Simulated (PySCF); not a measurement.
A PySCF script (with the pyscf-properties extension) for the NMR shieldings of SMILES c1c(/C=C/C(C(C)(C)C)=O)cccc1, C13H16O, on a PBE0-D3(BJ)/def2-SVP geometry:

```python
import basis_set_exchange as bse
import numpy as np
from pyscf import gto, dft
from pyscf.prop import nmr

atoms = """
C    -3.922797    0.532839    0.858664
C    -2.735195    0.126439   -0.007642
C    -2.723786    0.955949   -1.298317
C    -2.821165   -1.368769   -0.342925
C    -1.437277    0.384475    0.769008
O    -1.455246    0.824526    1.900354
C    -0.155260    0.071651    0.087362
C     1.010795    0.279659    0.726403
C     2.361076    0.036122    0.231624
C     3.451175    0.351160    1.059487
C     4.759888    0.139883    0.635435
C     5.004162   -0.393820   -0.628352
C     3.931165   -0.714011   -1.463886
C     2.625672   -0.501807   -1.040508
H    -3.875197    1.599995    1.118234
H    -4.865978    0.343313    0.323471
H    -3.934129   -0.029635    1.802737
H    -3.667377    0.805111   -1.846324
H    -1.901448    0.673797   -1.972772
H    -2.629480    2.030754   -1.079269
H    -1.990803   -1.703438   -0.982999
H    -2.812922   -1.981428    0.571645
H    -3.759390   -1.577347   -0.881136
H    -0.183650   -0.323931   -0.930409
H     0.927438    0.684070    1.742223
H     3.258441    0.769471    2.050855
H     5.593290    0.392640    1.294945
H     6.029842   -0.562197   -0.964884
H     4.117984   -1.133810   -2.455091
H     1.797396   -0.758163   -1.704429
"""
names = dict.fromkeys(["C", "O", "H"], "pcSseg-1")
basis = {el: gto.basis.parse(bse.get_basis(n, elements=[el], fmt="nwchem")) for el, n in names.items()}
mol = gto.M(atom=atoms, basis=basis, charge=0, verbose=0)
mf = dft.RKS(mol, xc="HYB_GGA_XC_WB97X_D")
mf.grids.level = 2
mf.grids.alignment = dft.numint.BLKSIZE   # the property module wants whole blocks of grid points
mf.conv_tol = 1e-9
mf.kernel()

calc = nmr.RKS(mf)   # GIAO
C = mf.mo_coeff
Co = C[:, mf.mo_occ > 0]
resp = mf.gen_response(singlet=True, hermi=2)
def vind(x):   # induced exchange potential for any number of trial vectors
    d = np.einsum("pi,xij,qj->xpq", C, 2 * x.reshape(-1, C.shape[1], Co.shape[1]), Co, optimize=True)
    return np.einsum("xpq,pi,qj->xij", resp(d - d.transpose(0, 2, 1)), C, Co, optimize=True).ravel()
mo1, _ = nmr.rhf.solve_mo1(calc, with_cphf=vind)
sigma = calc.kernel(mo1)
for i, s in enumerate(sigma):   # ppm
    print("%2d %-2s %9.2f" % (i, mol.atom_pure_symbol(i), np.trace(s) / 3))
```

Q: What are the results?

A: 
```
 0 C     157.48
 1 C     140.81
 2 C     156.67
 3 C     156.49
 4 C     -23.21
 5 O    -265.73
 6 C      61.28
 7 C      31.47
 8 C      44.80
 9 C      43.86
10 C      48.89
11 C      46.86
12 C      49.56
13 C      53.31
14 H      29.99
15 H      30.82
16 H      29.90
17 H      30.30
18 H      29.91
19 H      30.40
20 H      29.93
21 H      30.40
22 H      30.31
23 H      24.14
24 H      23.35
25 H      23.84
26 H      23.83
27 H      23.87
28 H      23.84
29 H      23.25
```

These numbers come from an equivalent density-fitted implementation of the same equations, which agrees with the script to about 0.01 ppm for H and up to a few tenths of a ppm for heavy atoms, so last digits may differ.

Q: Turn these shieldings into chemical shifts. Scale: TMS for 13C (σ = 184.54 ppm) and 1H (σ = 31.38 ppm); 17O (σ = 333.19 ppm) against H2O (reference shieldings calculated alike).

A: Averaging equivalent atoms: C 4: 207.7; C 7: 153.1; C 8: 139.7; C 11: 137.7; C 9/13: 136.0; C 10/12: 135.3; C 6: 123.3; C 1: 43.7; C 0/2/3: 27.7; O 5: 598.9; H 24: 8.03; H 25/29: 7.84; H 26/28: 7.55; H 27: 7.51; H 23: 7.24; H 14/15/16/17/18/19/20/21/22: 1.16 ppm. Unscaled 17O shifts of doubly bonded oxygen tend to come out too high, by tens of ppm or more. Experimental scales use liquid or dissolved standards, which lie at an offset from isolated H2O (liquid H2O: subtract about 36 ppm).

Size and cost of the density-fitted run: 318 basis functions; peak memory 2.4 GiB.
